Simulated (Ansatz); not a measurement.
Basis-set extrapolation for `FC[SiH](F)[SiH3]` (PBE0-D4/def2-TZVP geometry, frozen core, the Gaussian-basis code of Ansatz). Multiplicity 1, RHF reference.

|  | def2-TZVPP | def2-QZVPP |
| --- | --- | --- |
| HF | -818.280847 | -818.310043 |
| MP2 correlation | -0.914225 | -0.993245 |
| CCSD(T) correlation | -0.993967 | not run |

Energies in hartree. Use E(X) = E(∞) + A·exp(−7.88·√X) for Hartree–Fock and E(X) = E(∞) + B·X^(−2.97) for correlation, with X = 3 and 4, and add CCSD(T) minus MP2 of the smaller set to the MP2 limit.

Task: What is the CCSD(T) energy at the basis-set limit?

Result: HF limit: -818.310043 + (-0.029196) × 0.13774 = -818.31406. MP2 limit: -0.993245 + (-0.079020) × 0.74074 = -1.05178. Higher-order term: -0.993967 − (-0.914225) = -0.07974. Total: -819.44558 hartree, 448.3 kJ/mol below CCSD(T)/def2-TZVPP.
